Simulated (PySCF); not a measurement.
Si(Cl)2 anion (Cl₂Si), SMILES Cl[Si]Cl (connectivity only; charge and spin as stated), charge -1, multiplicity 2.

Geometry: PBE0-D3(BJ)/def2-SVPD. The multiplicity is an assumed one; other spin states were not compared. The isomer is the one that the SMILES or the coordinates give; other isomers of the formula were not compared.

Method: r2SCAN/def2-TZVPD (PySCF).

The molecule is in vacuum. A positive occupied level means that this level leaves the electron formally unbound; only the finite basis holds it.

```
Quantity                                                            Value
------------------------------------------------  -----------------------
total energy                                          -1209.95594 hartree
point group                                                           C2v
α spin, highest occupied and lowest empty level          1.01 and 3.64 eV
β spin, highest occupied and lowest empty level         -1.37 and 2.97 eV
dipole moment about the centre of nuclear charge                   0.77 D
mean static polarisability                          87.8 bohr³ (13.01 Å³)
polarisability, principal values                   78.0, 89.3, 96.1 bohr³
⟨S²⟩                                              0.765 (pure state 0.75)
```
